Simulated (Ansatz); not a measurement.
Consider the formal exchange of groups at the Si–C bond: `[AlH2][SiH2]BC[SiH3]` + `CBNC` → `CNB(C)[SiH3]` + `CB[SiH2][AlH2]`.

Program: Ansatz. Geometries: PBE0-D4/def2-TZVP. ΔE: electronic, gas phase. CCSD(T)/CBS adds triple-zeta CCSD(T) − MP2 to the extrapolated MP2 energy (def2 sets, frozen cores). Functionals use def2-TZVPP. B3LYP here is the variant with VWN-RPA as its local correlation; programs differ in this. Each species was taken in one conformer, which may not be the lowest.

```csv
level,ΔE (kcal/mol),difference from CCSD(T)/CBS
r2SCAN-D4,7.6,-0.8
PBE0-D4,6.9,-1.5
B3LYP-D4,7.7,-0.7
ωB97M-V,9.0,0.6
B2PLYP,8.4,0.0
B3LYP,7.5,-0.9
CCSD/def2-TZVPP,8.4,0.0
CCSD(T)/def2-TZVPP,8.3,-0.1
HF/def2-QZVPP,9.8,1.4
CCSD/CBS(def2),8.5,0.1
CCSD(T)/CBS,8.4,0
```

Largest T1 diagnostic among the species: 0.014.

From PBE to PBE0 (25 % exact exchange), in def2-TZVPP and without D4, ΔE moves by +1.0 kcal/mol.
